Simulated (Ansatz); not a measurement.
Reaction (substitution at a C–Se bond): `[SeH]C1C[SiH2]1` + H–F → `FC1C[SiH2]1` + H₂Se

Calculated with Ansatz (gas phase, PBE0-D4/def2-TZVP geometries, no zero-point term in ΔE). CCSD(T)/CBS is the MP2 limit (def2-TZVPP, def2-QZVPP) plus CCSD(T) − MP2 in def2-TZVPP, frozen cores. This one scheme is used for every species. Functionals use def2-TZVPP. B3LYP here is the variant with VWN-RPA as its local correlation; programs differ in this. For Se outer-core shells are correlated without core-valence functions, which leaves a few kJ/mol of doubt a bond. Scalar relativity is left out up to krypton. One conformer a species, not always the lowest.

Is it downhill or uphill in electronic energy at CCSD(T)/CBS, and by how much? (Best estimate.)

Ansatz gave: Uphill: ΔE = +69.5 kJ/mol.

What do these levels give: PBE-D4, r2SCAN-D4, PBE0-D4, B3LYP-D4, ωB97M-V, PBE0, HF/def2-TZVPP, MP2/def2-TZVPP, SCS-MP2/def2-TZVPP, CCSD/def2-TZVPP, CCSD(T)/def2-TZVPP, MP2/def2-QZVPP? (An estimate is asked.)

The calculation gave: PBE-D4 52.0, r2SCAN-D4 48.9, PBE0-D4 57.0, B3LYP-D4 50.2, ωB97M-V 52.1, PBE0 50.9, HF/def2-TZVPP 38.5, MP2/def2-TZVPP 84.0, SCS-MP2/def2-TZVPP 72.1, CCSD/def2-TZVPP 62.0, CCSD(T)/def2-TZVPP 65.6, MP2/def2-QZVPP 86.2 kJ/mol.

Largest T1 diagnostic among the species: 0.012.

From PBE to PBE0 (25 % exact exchange), in def2-TZVPP and without D4, ΔE moves by +5.8 kJ/mol. In def2-TZVPP, CCSD(T) changes the Hartree–Fock value by +27.1 kJ/mol (the triples alone add +3.5 kJ/mol) and MP2 by +45.5 kJ/mol. The D4 term adds +11.6 kJ/mol with B3LYP and +6.1 kJ/mol with PBE0; it sums over pairs of atoms, weighted by their polarisabilities, and B3LYP, whose exchange is more repulsive, gets the larger term.
